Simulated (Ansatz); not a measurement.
System: H2BSeO, charge 0, doublet. H2BSeO (SMILES B([Se])O, doublet).
B3LYP-D3(BJ)/def2-TZVP minimum from Ansatz (a quantum-chemistry and plane-wave program):
```xyz
5

B     -0.6102     0.6216    -0.8500
H     -1.2832     0.1245    -1.7005
O     -0.5085     1.9702    -0.8149
H      0.0440     2.3312    -0.1132
Se     0.2458    -0.6272     0.3701
```
Charge 0, spin multiplicity 2.

Total energies in cc-pVDZ, 17 correlated electrons, 16 frozen orbitals. Open shells are spin-unrestricted; no spin-orbit coupling. Correlated methods leave the cores frozen (noble-gas shells, and filled d and f shells in the p block). No relativity.

| method | program | energy (Eh) | minus CCSDT(Q) (mEh) |
|---|---|---|---|
| HF | Ansatz | -2500.59099 | 401.93 |
| MP2 | Ansatz | -2500.95248 | 40.44 |
| CCSD | Ansatz | -2500.98092 | 11.99 |
| CCSD(T) | Ansatz | -2500.99115 | 1.76 |
| CCSDT(Q) | Ansatz | -2500.99292 | 0.00 |

Rough core times of Ansatz's runs on a shared machine: CCSD(T) 40 s, CCSDT(Q) 4 min.
